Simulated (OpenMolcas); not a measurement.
**5s2 5p2 along the 50-electron sequence**

| Property | Result |
| --- | --- |
| Program | OpenMolcas |
| Method | CASSCF |
| Basis | ANO-R3 |
| Scalar Hamiltonian | X2C, finite nucleus |
| Spin-orbit coupling | RASSI with atomic mean-field integrals over the reference wave functions, term energies averaged over their components |

Active space for each ion: 2 electrons in 3 orbitals (5p).

Computed levels in cm-1 above 3P0:

| Level | Sn | Sb+ | Te2+ | I3+ | Xe4+ |
| --- | --- | --- | --- | --- | --- |
| 3P1 | 1343 | 2466 | 3838 | 5502 | 7505 |
| 3P2 | 3052 | 5161 | 7490 | 10082 | 12990 |
| 1D2 | 10263 | 14264 | 18399 | 22901 | 27998 |
| 1S0 | 21585 | 28408 | 34810 | 41178 | 47923 |
| weight of 3P in the lowest level (%) | 98 | 97 | 96 | 95 | 93 |

Measured, with the error of the calculation in %. Measured levels: Sn, Sb+ from NIST Handbook of Basic Atomic Spectroscopic Data; Te2+ from the list in Zhang, Palmeri, Quinet and Biemont, Astron. Astrophys. 551, A136 (2013); Xe4+ from Saloman, J. Phys. Chem. Ref. Data 33, 765 (2004).

```tsv
Level	Sn	Sb+	Te2+	Xe4+
3P1	1692 (-20.6)	3055 (-19.3)	4757 (-19.3)	9292 (-19.2)
3P2	3428 (-11.0)	5658 (-8.8)	8167 (-8.3)	14127 (-8.0)
1D2	8613 (+19.2)	12790 (+11.5)	17360 (+6.0)	28411 (-1.5)
1S0	17162 (+25.8)	23906 (+18.8)	30398 (+14.5)	44470 (+7.8)
```

The fine-structure level 3P2 changes by a factor of 4.26 from Sn to Xe4+. Its fourth root runs 7.43, 8.48, 9.30, 10.02, 10.68, with steps per unit of Z of 1.04, 0.83, 0.72, 0.66; equal steps would mean a (Z - σ)^4 law with constant σ.

1D2 changes by a factor of 2.73 over the same range, with steps per unit of Z of +4000, +4140, +4500, +5100 cm-1.

With the s shell closed, the reference lacks s² → p² mixing. Computed and measured levels are paired by configuration, term and J; levels that our copy of the source lacks, or whose pairing is in doubt (as where it misses far off the trend of its configuration), stay unpaired and out of the deviations. Only configurations of the active space appear.
